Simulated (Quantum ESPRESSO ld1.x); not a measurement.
Species: P6+. Configuration: [He] 2s2 2p5. All-electron calculation, scalar-relativistic Kohn-Sham, BLYP, spin-unpolarised, spherical densities, point nucleus. Program: ld1.x of Quantum ESPRESSO 7.5.

Unscreened Slater integrals over Kohn-Sham orbitals (eV). Empty in this configuration: 3d, 3p, 3s.

integral    value
F0(3d,3d)  16.835
F2(3d,3d)  8.6924
F4(3d,3d)  5.6268
F0(3d,3p)  16.745
F2(3d,3p)  8.4917
G1(3d,3p)  10.121
G3(3d,3p)  6.5037
F0(3d,3s)  17.034
G2(3d,3s)  8.0941
F0(3d,2p)  21.728
F2(3d,2p)  4.7958
G1(3d,2p)  3.6701
G3(3d,2p)  2.0836
F0(3d,2s)  21.668
G2(3d,2s)  3.1017
F0(3p,3p)  16.832
F2(3p,3p)  8.6564
F0(3p,3s)  17.085
G1(3p,3s)  11.481
F0(3p,2p)  22.471
F2(3p,2p)  4.9197
G0(3p,2p)  2.0812
G2(3p,2p)  2.1464
F0(3p,2s)  22.073
G1(3p,2s)  1.6178
F0(3s,3s)  17.369
F0(3s,2p)  22.761
G1(3s,2p)  2.1257
F0(3s,2s)  22.478
G0(3s,2s)  1.6855
F0(2p,2p)  54.302
F2(2p,2p)  25.274
F0(2p,2s)  51.162
G1(2p,2s)  30.262
F0(2s,2s)  49.086

Derived for the open shells (J is the average intra-shell exchange parameter used in DFT+U). 2p: J = F2/5 = 5.055 eV.
